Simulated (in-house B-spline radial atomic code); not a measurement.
A run on Mo+ (an excited or competing configuration) that did not converge. Method: scalar-relativistic (X2C) wB97X, spin-polarised, spherical fractional occupations, Fermi nucleus of rms radius 4.4091 fm; computed with an all-electron radial atomic-structure program (B-spline basis).

Command:
```bash
python run_scf.py task.json out
```
Settings (nuclear radius in fm, mass in u):
```
Z                42
configuration    [Kr] 4d4 5p1
hamiltonian      x2c
method           wb97x
spin_polarised   True
nucleus          fermi
rms_radius       4.4091
atomic_mass      97.9054
speed_of_light   137.035999084
```

First and last ten iterations of the last attempt (damped for 15 steps, keeping 80 % of the old Fock matrix, then DIIS):
```
 iter        energy (Eh)    residual
    1       -4043.566919    4.37e-01
    2       -4045.915586    2.03e-01
    3       -4046.893134    1.39e-01
    4       -4047.375205    9.63e-02
    5       -4047.608646    6.77e-02
    6       -4047.720097    4.72e-02
    7       -4047.772854    3.28e-02
    8       -4047.797794    2.28e-02
    9       -4047.809664    1.59e-02
   10       -4047.815398    1.11e-02
  111       -4047.821423    1.79e-05
  112       -4047.821423    1.67e-05
  113       -4047.821423    1.91e-05
  114       -4047.821423    1.87e-05
  115       -4047.821423    5.37e-05
  116       -4047.821423    1.36e-04
  117       -4047.821423    1.43e-05
  118       -4047.821423    1.26e-05
  119       -4047.821423    1.59e-05
  120       -4047.821423    1.55e-05
 not converged after 120 iterations
```

The smallest residual met was 1.1e-05; the threshold is about 4e-07. Over the last five steps the energy moves by less than 6e-08 hartree, but the orbitals didn't meet the threshold. Cost of the run: 22 s on 1 thread of Arm Neoverse V1 (shared host).
